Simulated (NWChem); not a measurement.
System: C$_{2}$H$_{3}$Cl$_{3}$; SMILES C(Cl)(Cl)(Cl)C

```xyz
8

C      0.0000     0.0000     1.7589
C      0.0000     0.0000     0.2491
Cl    -0.1651     1.6670    -0.3612
Cl    -1.3611    -0.9765    -0.3612
Cl     1.5262    -0.6905    -0.3612
H      0.8417     0.6040     2.1245
H      0.1022    -1.0309     2.1245
H     -0.9439     0.4269     2.1245
```
Atoms are numbered in this order, from 1.

Computed with NWChem. Medium grid unless said otherwise, to which SCAN and Minnesota functionals are sensitive. Structure relaxed at the PBE0/def2-SVP level. Total energies of different functionals are on different scales.

| level | energy (Ha) | highest occupied level (eV) | orbital gap (eV) | dipole (D) |
|---|---|---|---|---|
| LDA (Slater exchange, VWN5)/def2-TZVPD | -1453.5301 | -7.44 | 5.20 | 1.81 |
| PBE/def2-TZVPD | -1458.0217 | -7.32 | 5.26 | 1.78 |
| BLYP/def2-TZVPD | -1458.6344 | -7.16 | 5.20 | 1.75 |
| TPSS/def2-TZVPD | -1458.7608 | -7.43 | 5.51 | 1.80 |
| r2SCAN/def2-TZVPD | -1458.5485 | -7.64 | 5.76 | 1.85 |
| B3LYP/def2-TZVPD | -1458.7274 | ___ | ___ | 1.80 |
| PBE0/def2-TZVPD | -1458.1386 | -8.73 | 7.74 | 1.82 |
| M06-2X/def2-TZVPD | -1458.6044 | -10.11 | 10.01 | 1.82 |
| CAM-B3LYP/def2-TZVPD | -1458.6794 | -10.12 | 10.22 | 1.82 |
| Hartree-Fock/def2-TZVPD | -1456.0315 | -12.10 | 13.52 | 1.92 |

Problem. Fill in the missing entries.

Solution. 
- B3LYP/def2-TZVPD, highest occupied level (eV): -8.46
- B3LYP/def2-TZVPD, orbital gap (eV): 7.18
